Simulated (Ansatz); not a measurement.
The same path of ClH$_{4}$NSiZn (8 atoms, charge 0, multiplicity 1) was run twice with different band settings. The coordinate that changes most is the height of N1 over the plane of its neighbours.

Method: RKS r2SCANh/def2-SVP (Ansatz).

Relaxed end points:

```xyz
8
Properties=species:S:1:pos:R:3
N -0.558 1.479 0.265
Si 0.272 -0.005 0.646
Zn 0.372 -1.686 -1.016
Cl 0.440 -3.168 -2.536
H -0.148 2.094 -0.429
H -1.564 1.447 0.136
H 1.671 0.363 1.024
H -0.393 -0.580 1.855
```

```xyz
8
Properties=species:S:1:pos:R:3
N -0.810 1.256 0.035
Si 0.213 -0.018 0.633
Zn 0.548 -1.629 -1.041
Cl 0.845 -3.095 -2.542
H -0.553 1.739 -0.819
H -1.183 1.922 0.704
H 1.543 0.410 1.191
H -0.509 -0.643 1.783
```

Common settings: movable images 7; climbing image yes; spring 5.0 eV/Å²; optimiser quadratic models (default); force threshold 0.05 eV/Å; end points relaxed.

| run | start path | iteration limit |
| --- | --- | --- |
| 1 | IDPP | 43 |
| 2 | straight line | 59 |

Problem. What does each run give, and how far can it be trusted?

Solution. Run 1: converged after 6 iterations, highest image 0.016 eV above the first end. A vibrational analysis at the climbing image gives one clearly imaginary mode, 244i cm⁻¹: a first-order saddle point.
Run 2: converged after 7 iterations, highest image 0.015 eV above the first end. Another band between the same ends (7 images) ends at a top of the same energy, where a vibrational analysis finds 1 clearly imaginary mode.
